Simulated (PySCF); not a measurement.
## Assignment exercise: C7H6O2

Molfile (atoms numbered from 1):
```
C7H6O2
     RDKit          3D

 15 15  0  0  0  0  0  0  0  0999 V2000
    2.4152    0.4700   -1.7272 O   0  0  0  0  0  0  0  0  0  0  0  0
    1.5665   -0.3799   -1.4995 C   0  0  0  0  0  0  0  0  0  0  0  0
    0.4990   -0.2285   -0.5375 C   0  0  0  0  0  0  0  0  0  0  0  0
   -0.4279   -1.2578   -0.3434 C   0  0  0  0  0  0  0  0  0  0  0  0
   -1.4474   -1.1236    0.5705 C   0  0  0  0  0  0  0  0  0  0  0  0
   -1.5448    0.0603    1.3055 C   0  0  0  0  0  0  0  0  0  0  0  0
   -0.6453    1.0926    1.1358 C   0  0  0  0  0  0  0  0  0  0  0  0
    0.3903    0.9630    0.2108 C   0  0  0  0  0  0  0  0  0  0  0  0
    1.2516    1.9604    0.0515 O   0  0  0  0  0  0  0  0  0  0  0  0
    1.5896   -1.3391   -2.0501 H   0  0  0  0  0  0  0  0  0  0  0  0
   -0.3253   -2.1656   -0.9301 H   0  0  0  0  0  0  0  0  0  0  0  0
   -2.1645   -1.9203    0.7202 H   0  0  0  0  0  0  0  0  0  0  0  0
   -2.3455    0.1746    2.0279 H   0  0  0  0  0  0  0  0  0  0  0  0
   -0.7212    2.0103    1.7057 H   0  0  0  0  0  0  0  0  0  0  0  0
    1.8969    1.6735   -0.6390 H   0  0  0  0  0  0  0  0  0  0  0  0
  1  2  2  0
  2  3  1  0
  3  4  2  0
  4  5  1  0
  5  6  2  0
  6  7  1  0
  7  8  2  0
  8  9  1  0
  8  3  1  0
  2 10  1  0
  4 11  1  0
  5 12  1  0
  6 13  1  0
  7 14  1  0
  9 15  1  0
M  END
```

PySCF 2.14 calculation with NMR shieldings at B97-2/pcSseg-2/GIAO and PBE0-D3(BJ)/def2-TZVP geometry; one conformer, in vacuum, non-relativistic.

Shifts are taken against calculated references (same method and geometry level): TMS for ¹³C (σ = 185.38 ppm) and ¹H (σ = 31.64 ppm).

(1) Assign these signals to the numbered atoms. ¹³C{¹H} NMR (computed): δ 203.4, 173.4, 144.9, 141.4, 125.4, 123.6, 123.5.

(2) Assign these signals to the numbered atoms. ¹H NMR (500 MHz, computed): δ 13.14 (br s, 1H), 10.13 (s, 1H), 7.74 (m, 1H), 7.65 (d, 1H), 7.19 (d, 1H), 7.11 (m, 1H).

## Answers

(1) 
| δ (ppm) | atoms | environment | reason |
| --- | --- | --- | --- |
| 203.4 | C2 | aldehyde carbonyl carbon | the double bond to the heteroatom, with no lone-pair donor beside it, deshields it most |
| 173.4 | C8 | aromatic carbon bearing oxygen | an ipso carbon deshielded by its heteroatom |
| 144.9 | C6 | aromatic CH | – |
| 141.4 | C4 | aromatic CH | – |
| 125.4 | C3 | substituted aromatic carbon | – |
| 123.6 | C5 | aromatic CH | – |
| 123.5 | C7 | aromatic CH | – |

C3 and C5; C5 and C7 lie closer than the usual error of such a calculation, so a measured spectrum could show them in the other order.

(2) 
13.14 → H15, hydrogen on a phenol-type oxygen: exchangeable, gas-phase position
10.13 → H10, hydrogen on an aldehyde carbonyl carbon: the C=O anisotropy and electron withdrawal place aldehyde protons far downfield
7.74 → H13, hydrogen on an aromatic CH: it sits in the deshielding region of the aromatic ring current
7.65 → H11, hydrogen on an aromatic CH
7.19 → H14, hydrogen on an aromatic CH
7.11 → H12, hydrogen on an aromatic CH

H13 and H11; H14 and H12 lie closer than the usual error of such a calculation, so a measured spectrum could show them in the other order.

The OH or NH signal is concentration- and solvent-dependent in practice; the value given is the gas-phase one. Shifts are as computed. Against solution values, carbons near 30 ppm lie about +3 ppm off and those near 130 ppm about +7 ppm. Of 1211 compounds with measured shifts, 218 miss one by over three times the rms of a fit or turn the order of signals round; such compounds aren't used in these exercises. No couplings were computed; multiplicities are counted from neighbouring protons, with m where these are inequivalent, close in shift, in a saturated or five-membered ring or joined by F or P, and br s for small geminal =CH2 splittings.
